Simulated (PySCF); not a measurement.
# Ho³⁵⁺: ionisation energy

Ho³⁵⁺ [Ar] 3d10 4s2 4p2 (3P) → Ho³⁶⁺ [Ar] 3d10 4s2 4p1 (2P), as a difference of total energies. Computed with PySCF 2.14 in an uncontracted even-tempered set (19 s from 3.2 bohr⁻², ratio 2.5; 14 p from 4.1 bohr⁻², ratio 2.5; 8 d from 7.3 bohr⁻², ratio 2.5; 4 f from 21 bohr⁻², ratio 2.7; 4 g from 32 bohr⁻², ratio 2.7), with the spin-free X2C one-electron Hamiltonian (Gaussian nucleus). Correlated levels: outer shells: [Ne] frozen; virtual orbitals above 40 to 60 times the deepest correlated orbital energy dropped. The calculations carry no spin-orbit coupling.

```
                method  ionisation energy (eV)
                   UHF                  1510.6
                   LDA                  1512.7
                   PBE                  1512.2
                  PBE0                  1512.1
                r2SCAN                  1512.4
                  TPSS                  1512.1
                   M06                  1512.1
    MP2 (outer shells)                  1511.8
SCS-MP2 (outer shells)                  1511.5
```

Spin-orbit coupling is strong in these open shells (close to jj coupling). The scalar numbers leave it out and a first-order estimate fails, so it can dominate the gap to the real levels.

Breit and QED terms and the two-electron picture change are absent.

For comparison: 1545 ± 5 eV (theoretical estimate listed by NIST; NIST Atomic Spectra Database, ionization energies).
